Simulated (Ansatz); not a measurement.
Ansatz (a first-principles code) input:

Ansatz 0.2 input:
```yaml
crystal:
  periodic: [false, false, false]
  atoms:
    - {symbol: Si, position_ang: [0.02198001, 0.00626570, 0.50136256]}
    - {symbol: Cl, position_ang: [1.70380184, -0.88069120, -0.24017848]}
    - {symbol: Cl, position_ang: [-1.62279584, -1.04607026, -0.09227183]}
    - {symbol: Cl, position_ang: [-0.10417001, 1.92015824, -0.19591919]}
    - {symbol: H, position_ang: [0.08606800, 0.02453486, 1.96320569]}
basis:
  gaussian:
    orbitals: def2-TZVP
hamiltonian:
  xc: {name: wB97X-V}
relax: {f_tol: 0.003, max_steps: 100}
```

What final total energy does it print?

-1670.65272 Eh (wB97X-V/def2-TZVP). The basis has 154 functions.
